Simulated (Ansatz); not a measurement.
```xyz
11

C     1.027   -1.580   -1.024
Si    0.539   -0.179    0.132
Al   -0.810    0.154    2.069
Sn   -1.140    1.858    0.081
H     1.429   -1.179   -1.957
H     1.793   -2.205   -0.557
H     0.166   -2.208   -1.257
H     1.704    0.727    0.401
H    -1.673   -0.499    3.234
H    -2.659    1.806   -0.717
H    -0.374    3.306   -0.405
```

Charge 0, multiplicity 1. Sn takes the def2 core potential.

(1) List the PBE0/def2-TZVPP orbital energies in eV (the Gaussian-basis code of Ansatz). (An estimate is asked.)

Answers

(1) Ansatz gave: Occupied: -1802.36, -1528.29, -278.05, -144.67, -139.47, -114.12, -99.35, -99.31, -99.30, -94.11, -94.05, -94.04, -74.21, -74.06, -74.00, -27.84, -27.80, -27.76, -27.73, -27.72, -19.77, -14.92, -12.81, -11.67, -11.59, -10.91, -9.57, -9.02, -8.53, -6.35, -5.99. Lowest empty: -2.32, -0.71, -0.27, 0.04, 0.54, 1.33, 1.40, 1.90.
